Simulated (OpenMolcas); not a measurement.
An OpenMolcas run meant for neutral fluorine (ANO-R0, X2C; inactive shells 1s; intended active space 7 electrons in 4 orbitals (2s 2p)). One step of its input:

```
&RASSCF
FileOrb=start.orb
Symmetry=2
Spin=3
nActEl=7 0 0
Inactive=1 0
Ras2=1 3
CIRoot=3 3 1
SDav=3
CIMx=300
Iter=55 100
PrWF=0.3
OrbListing=Nothing
MaxOrb=0
Atom
CIOnly
>>> COPY $Project.JobIph JOB001
```

Lines from the output:

```
--- SEWARD ---
Basis set label: F.ANO-R...2S1P.

      Electronic valence basis set:
      ------------------
      Associated Effective Charge   9.000000 au
      Associated Actual Charge      9.000000 au
      Nuclear Model: Finite nucleus - Gaussian distribution
        Gaussian exponent, Xi/bohr**(-2):  5.35469E+08

      Shell  nPrim  nBasis  Cartesian Spherical Contaminant
         s      13       2        X
         p       8       1        X
                  Relativistic X2C integrals
                  Atomic mean-field integrals
--- RASSCF ---

 Nr of active orbitals     NAC=   4
 Spin degeneracy         ISPIN=   3
 There can be no such wave function.
 ************************************************
--- Stop Module: rasscf at  /rc=_RC_INPUT_ERROR_ ---
.####################.
.# User input error #.
.####################.
```

Question: What is wrong with the input?

Answer: The spin multiplicity does not fit the number of active electrons: an even count needs an odd multiplicity and the reverse.
